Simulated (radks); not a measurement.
Results of a calculation; reference values are marked as such.
All-electron atom: Hg68+ in [Ne] 3s2 (the NIST ground configuration).

Code: a radial shooting solver on a logarithmic mesh with Libxc functionals. Model: scalar-relativistic Kohn-Sham, r2SCAN, spin-polarised, spherical densities, finite nucleus; meta-GGA in the generalised Kohn-Sham scheme; Fermi nuclear charge, rms radius 5.4648 fm.

Energy parts (hartree):
total: -13786.0306
kinetic: 16035.5964
electron-nucleus: -30701.2855
Hartree: 1040.0024
exchange-correlation: -160.3439

Orbitals (lengths in bohr, moments of r in powers of bohr):
orbital  occ.  eigenvalue (hartree)  <1/r>
1s          2             -3284.609  97.58
2s          2             -757.0736  23.24
2p          6             -683.8450  20.56
3s          2             -310.0949  9.409

The highest occupied level is 3s at -8438.1 eV. The electron density at the nucleus is 2.504e+06 e/bohr^3 (large components only). For comparison, the ionisation energy in NIST's Atomic Spectra Database is 8470 eV (theoretical). In exact Kohn-Sham theory the highest level is minus the ionisation energy, but local and semilocal functionals leave it too shallow, through self-interaction and a potential that decays too fast; potentials with the right tail come closer. The density falls to 0.001 e/bohr^3 at r = 0.48 bohr.
